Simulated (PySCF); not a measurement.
Compound: C₇H₁₂ (charge -1 and doublet state).
Z-matrix (Å and degrees, GFN2-xTB geometry), rows numbered from 1:
```
C 
C   1  1.4400
C   2  1.4985  1  118.12
C   3  1.5474  2  113.87  1   -68.91
C   2  1.4483  1  119.84  3  -162.45
C   5  1.5368  2  124.95  1  -151.06
C   6  1.5105  5   60.68  2  -115.42
H   1  1.0928  2  116.28  3  -169.77
H   1  1.0935  2  115.92  3   -34.59
H   3  1.1017  2  110.14  1    50.73
H   3  1.0971  2  110.80  1   169.09
H   4  1.0871  3  108.87  2    57.56
H   4  1.0956  3  111.92  2   178.09
H   4  1.0882  3  110.27  2   -60.83
H   5  1.0888  2  112.02  1   -10.15
H   6  1.0820  5  119.10  7   107.04
H   6  1.0851  5  119.47  7  -107.14
H   7  1.0813  5  119.01  6  -106.48
H   7  1.0852  5  119.72  6   106.79
```

The hyperfine couplings belong to this conformer and change with its torsions.

Identity: `[CH2-][C](CC)C1CC1` [radical] (charge -1).

The calculation used PySCF, UKS B3LYP, pcH-1 on C H, non-relativistic, mean-field spin-orbit, GIAO. Whether the extra electron is bound in the gas phase wasn't checked; a finite basis holds it in any case. Couplings are sensitive to structure, and on GFN2-xTB geometries they can be far from those on DFT ones, by a factor of two or more for some ions and for spin on atoms past the first row. Stability of the SCF solution: not tested.

(1) Predict the first-order ENDOR lines of C1, C4, C6/C7, C2, C5, C3, H10/H11, H16/H18, H8/H9 and H12/H13/H14 under fast tumbling at B = 347.2 mT (X band).

(2) Which pairs are centred on the nuclear Larmor frequency, and which on half the coupling?

(3) At what field would the lower line of C3 fall to zero frequency?

Results:

(1) ν± = |νn ± a/2|, one line for each electron-spin manifold; νn = |g_N| × 7.62259 MHz/T × B.

| nuclei | isotope | g_N | νn (MHz) | a_iso (MHz) | lower line (MHz) | upper line (MHz) |
| --- | --- | --- | --- | --- | --- | --- |
| C1 | 13C | 1.4048 | 3.72 | 101.04 | 46.80 | 54.24 |
| C4 | 13C | 1.4048 | 3.72 | 53.37 | 22.97 | 30.41 |
| C6/C7 | 13C | 1.4048 | 3.72 | 52.55 | 22.56 | 29.99 |
| C2 | 13C | 1.4048 | 3.72 | 34.87 | 13.72 | 21.15 |
| C5 | 13C | 1.4048 | 3.72 | -23.74 | 8.15 | 15.59 |
| C3 | 13C | 1.4048 | 3.72 | -19.22 | 5.89 | 13.33 |
| H10/H11 | 1H | 5.5857 | 14.78 | 15.77 | 6.90 | 22.67 |
| H16/H18 | 1H | 5.5857 | 14.78 | -3.53 | 13.02 | 16.55 |
| H8/H9 | 1H | 5.5857 | 14.78 | 2.78 | 13.39 | 16.17 |
| H12/H13/H14 | 1H | 5.5857 | 14.78 | -1.81 | 13.88 | 15.69 |

The rows for 13C, of low natural abundance, apply to labelled samples.

(2) Centred on νn, since |a| < 2νn: H10/H11, H16/H18, H8/H9 and H12/H13/H14. Centred on |a|/2 and split by 2νn: C1, C4, C6/C7, C2, C5 and C3.

(3) Where νn = |a|/2, that is B = 9.61 MHz/(1.4048 × 7.62259 MHz/T) = 898 mT, as far as first order holds there.

Couplings of abundant isotopes left out: H17/H19 (1.2 MHz) and H15 (1.1 MHz).

Nuclei that the bonding pattern makes equivalent are averaged, as if the motion that swaps them (rotation, inversion, ring flip) were fast. The 1H value of +15.8 MHz is a mean of couplings from 8.8 to 22.7 MHz in this one geometry, not an average over conformers. The 13C value of +52.5 MHz is a mean of couplings from 46.0 to 59.1 MHz in this one geometry, not an average over conformers.

Largest spin populations (Mulliken): C1 (+0.48) and C2 (+0.41).
